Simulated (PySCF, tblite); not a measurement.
Species: C5H10FNO.
Numbering: `[CH3:1][CH2:2][C@@H:3]([CH2:4][F:5])[NH:6][CH:7]=[O:8]` (hydrogens: H9, H10, H11 on C1; H12, H13 on C2; H14 on C3; H15, H16 on C4; H17 on N6; H18 on C7)

Computed with GFN2-xTB (tblite), gas phase: Langevin dynamics at 300 K from the optimised GFN2-xTB geometry, time step 0.5 fs, friction 0.01 fs⁻¹, 2000 steps. Over the second half of the run the saved frames average 253 K.

Frame at 250 fs, instantaneous temperature 288 K:
```
atom  x, y, z in Å
C1      1.253    0.485    1.978
C2      0.432   -0.658    1.353
C3     -0.021   -0.415   -0.087
C4     -0.057   -1.633   -0.894
F5     -0.932   -2.585   -0.355
N6     -1.345    0.255   -0.082
C7     -1.708    0.971   -1.137
O8     -1.049    1.178   -2.152
H9      1.911    0.072    2.771
H10     1.905    0.906    1.254
H11     0.537    1.164    2.314
H12     0.944   -1.597    1.400
H13    -0.455   -0.761    1.962
H14     0.664    0.321   -0.417
H15    -0.442   -1.519   -1.955
H16     0.953   -2.116   -0.971
H17    -1.834    0.111    0.791
H18    -2.829    1.245   -1.025
```

Frame at 425 fs, instantaneous temperature 212 K:
```
atom  x, y, z in Å
C1      1.327    0.170    2.421
C2      1.010   -1.002    1.418
C3      0.521   -0.549    0.009
C4      0.310   -1.804   -0.888
F5     -0.394   -2.757   -0.239
N6     -0.763    0.110    0.163
C7     -1.420    0.620   -0.933
O8     -0.890    0.679   -2.071
H9      1.801   -0.186    3.315
H10     2.030    0.848    2.006
H11     0.375    0.661    2.728
H12     1.835   -1.667    1.233
H13     0.117   -1.574    1.903
H14     1.190    0.104   -0.516
H15    -0.271   -1.530   -1.786
H16     1.313   -2.275   -1.121
H17    -1.339   -0.133    0.921
H18    -2.448    0.807   -0.724
```

Frame at 625 fs, instantaneous temperature 272 K:
```
atom  x, y, z in Å
C1      0.860    0.614    2.037
C2      0.973   -0.715    1.334
C3      0.268   -0.715   -0.012
C4      0.512   -2.145   -0.559
F5     -0.181   -3.019    0.238
N6     -1.158   -0.506   -0.124
C7     -1.641    0.604   -0.768
O8     -1.018    1.425   -1.390
H9      1.577    0.635    2.858
H10     1.105    1.437    1.400
H11    -0.051    0.750    2.592
H12     2.051   -0.945    1.321
H13     0.534   -1.590    1.888
H14     0.640    0.026   -0.693
H15     0.184   -2.347   -1.549
H16     1.561   -2.491   -0.449
H17    -1.774   -1.115    0.429
H18    -2.792    0.707   -0.723
```

Frame at 800 fs, instantaneous temperature 243 K:
```
atom  x, y, z in Å
C1      1.148    0.705    1.739
C2      1.159   -0.727    1.180
C3      0.293   -0.834   -0.132
C4      0.335   -2.283   -0.672
F5     -0.281   -3.216    0.096
N6     -1.096   -0.488    0.026
C7     -1.718    0.565   -0.511
O8     -1.198    1.497   -1.058
H9      2.060    0.795    2.352
H10     1.342    1.428    0.969
H11     0.256    1.062    2.233
H12     2.181   -0.963    0.960
H13     0.839   -1.434    1.933
H14     0.739   -0.216   -0.859
H15    -0.230   -2.342   -1.614
H16     1.353   -2.683   -0.758
H17    -1.645   -1.082    0.616
H18    -2.806    0.414   -0.459
```

Frame at 1000 fs, instantaneous temperature 264 K:
```
atom  x, y, z in Å
C1      1.374    0.717    1.832
C2      1.355   -0.594    1.042
C3      0.359   -0.732   -0.101
C4      0.432   -2.139   -0.746
F5     -0.110   -3.054    0.165
N6     -0.979   -0.568    0.397
C7     -1.927    0.008   -0.363
O8     -1.790    0.458   -1.498
H9      1.859    0.503    2.745
H10     1.940    1.436    1.339
H11     0.389    1.034    2.054
H12     2.374   -0.699    0.736
H13     1.139   -1.397    1.823
H14     0.466   -0.003   -0.961
H15    -0.212   -2.356   -1.619
H16     1.462   -2.556   -0.987
H17    -1.149   -0.903    1.310
H18    -2.771    0.301    0.271
```

Problem. What do single points at PBE0/pcSseg-1 (PySCF, gas phase) give on these frames?

Solution. 
| t (fs) | GFN2-xTB E above start (eV) | DFT E above lowest frame (eV) | HOMO (eV) | LUMO (eV) | dipole (D) |
| --- | --- | --- | --- | --- | --- |
| 250 | 0.70 | 0.32 | -7.46 | 0.57 | 3.42 |
| 425 | 0.61 | 0.18 | -7.41 | 0.00 | 3.14 |
| 625 | 0.58 | 0.15 | -7.53 | 0.59 | 2.29 |
| 800 | 0.40 | 0.00 | -7.54 | 0.69 | 2.36 |
| 1000 | 0.62 | 0.26 | -7.51 | 0.40 | 3.20 |

Both levels order the frames alike by energy; measured from each level's lowest frame they differ by 0.04 eV at most. The HOMO–LUMO gap runs from 7.41 to 8.23 eV. These are instantaneous structures, not minima.

Problem. And the isotropic GIAO shieldings (ppm) from the same runs?

Solution. 
| atom | 250 fs | 425 fs | 625 fs | 800 fs | 1000 fs | mean | range |
| --- | --- | --- | --- | --- | --- | --- | --- |
| C1 | 173.1 | 172.9 | 178.3 | 175.7 | 180.4 | 176.1 | 7.5 |
| C2 | 157.3 | 151.4 | 158.5 | 158.5 | 159.5 | 157.0 | 8.1 |
| C3 | 133.9 | 129.6 | 140.2 | 134.4 | 137.2 | 135.1 | 10.6 |
| C4 | 95.8 | 99.1 | 93.2 | 94.8 | 91.3 | 94.8 | 7.8 |
| F5 | 427.2 | 441.7 | 440.9 | 440.9 | 428.2 | 435.8 | 14.5 |
| N6 | 112.0 | 108.1 | 127.6 | 132.7 | 119.8 | 120.0 | 24.6 |
| C7 | 23.7 | 7.4 | 23.0 | 27.2 | 21.4 | 20.5 | 19.8 |
| O8 | -88.8 | -162.9 | -93.2 | -78.1 | -103.8 | -105.4 | 84.8 |
| H9 | 29.7 | 30.7 | 30.7 | 30.2 | 31.6 | 30.6 | 1.9 |
| H10 | 31.6 | 31.2 | 31.2 | 31.0 | 31.9 | 31.4 | 0.9 |
| H11 | 31.0 | 29.8 | 30.8 | 30.6 | 31.5 | 30.7 | 1.7 |
| H12 | 30.4 | 30.1 | 29.5 | 30.7 | 30.2 | 30.2 | 1.2 |
| H13 | 30.9 | 28.3 | 28.7 | 30.0 | 28.9 | 29.4 | 2.6 |
| H14 | 28.7 | 28.4 | 27.6 | 28.8 | 26.5 | 28.0 | 2.3 |
| H15 | 25.5 | 25.6 | 27.5 | 26.7 | 26.0 | 26.3 | 2.0 |
| H16 | 26.7 | 26.7 | 26.9 | 26.8 | 26.2 | 26.7 | 0.7 |

The cost below is that of the whole dynamics run. Time: 18 s. Hardware: Arm Neoverse N1, one thread (shared host).
